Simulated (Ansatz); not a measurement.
Basis-set extrapolation for CH7NSSi, SMILES `NCS[SiH3]` (PBE0-D4/def2-TZVP geometry, frozen core, Ansatz 0.2.0). Multiplicity 1, RHF reference.

```csv
,def2-TZVPP,def2-QZVPP
HF,-782.925823,-782.951041
MP2 correlation,-0.695935,-0.748159
CCSD(T) correlation,-0.779548,not run
```

Energies in hartree. Use E(X) = E(∞) + A·exp(−7.88·√X) for Hartree–Fock and E(X) = E(∞) + B·X^(−2.97) for correlation, with X = 3 and 4, and add CCSD(T) minus MP2 of the smaller set to the MP2 limit.

Question: What is the CCSD(T) energy at the basis-set limit?

Answer: HF limit: -782.951041 + (-0.025218) × 0.13774 = -782.95451. MP2 limit: -0.748159 + (-0.052224) × 0.74074 = -0.78684. Higher-order term: -0.779548 − (-0.695935) = -0.08361. Total: -783.82496 hartree, 314.0 kJ/mol below CCSD(T)/def2-TZVPP.
